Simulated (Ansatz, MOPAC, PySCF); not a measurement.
The molecule YH, closed-shell singlet (lowest of 2S+1 = 1, 3, 5 at CCSD(T)/def2-TZVPP on PBE0 minima; our sources give no spin for the ground state, which may be another). No spin–orbit coupling.

Constants: fifth-degree fit in 1/R to seven points, most abundant isotopes. Runs in def2 and cc sets follow the lowest solution found near the PBE0 minimum. The singlet is held restricted.

Correlated levels freeze the inner cores; with def2 sets outer-core shells near the valence are correlated too. CBS: X⁻³ extrapolation of the correlation energy, Hartree–Fock from the larger set. Rows in LANL2DZ carry no dispersion term and start afresh at each structure. LANL2DZ brings its own core potentials from Na on. The state that PM7 reach isn't checked; PM7 holds dispersion and hydrogen-bond terms.

Programs: Ansatz (a quantum-chemistry and plane-wave program) with Gaussian orbitals; MOPAC for PM7 (differences of heats of formation); PySCF for LANL2DZ rows. Values without a source in brackets are computed. In def2 rows elements past Kr take small-core potentials, without spin–orbit coupling.

```csv
level,r_e (Å),ω_e (cm⁻¹),ω_e x_e (cm⁻¹),dipole (D)
PM7,1.841,2632,24,-
BP86/LANL2DZ,1.901,1548,21,1.82
r2SCAN/def2-TZVPP,1.913,1549,20,1.70
PBE0/def2-TZVPP,1.911,1547,19,1.67
CAM-B3LYP/def2-TZVPP,1.918,1545,19,1.86
B2PLYP/def2-TZVPP,1.916,1546,19,-
CCSD(T)/def2-QZVPP,1.926,(withheld),17,-
"CCSD(T)/CBS(def2-TZVPP, def2-QZVPP)",(withheld),(withheld),16,-
```

**Question.** Fill in the missing entries.

**Answer.** 
- CCSD(T)/CBS(def2-TZVPP, def2-QZVPP), r_e (Å): 1.923
- CCSD(T)/CBS(def2-TZVPP, def2-QZVPP), ω_e (cm⁻¹): 1526
- CCSD(T)/def2-QZVPP, ω_e (cm⁻¹): 1522

Doubts at one or more of the structures used: a restricted determinant that unrestricted orbitals would lower (B2PLYP/def2-TZVPP, CCSD(T)/def2-QZVPP, CCSD(T)/CBS(def2-TZVPP, def2-QZVPP)).
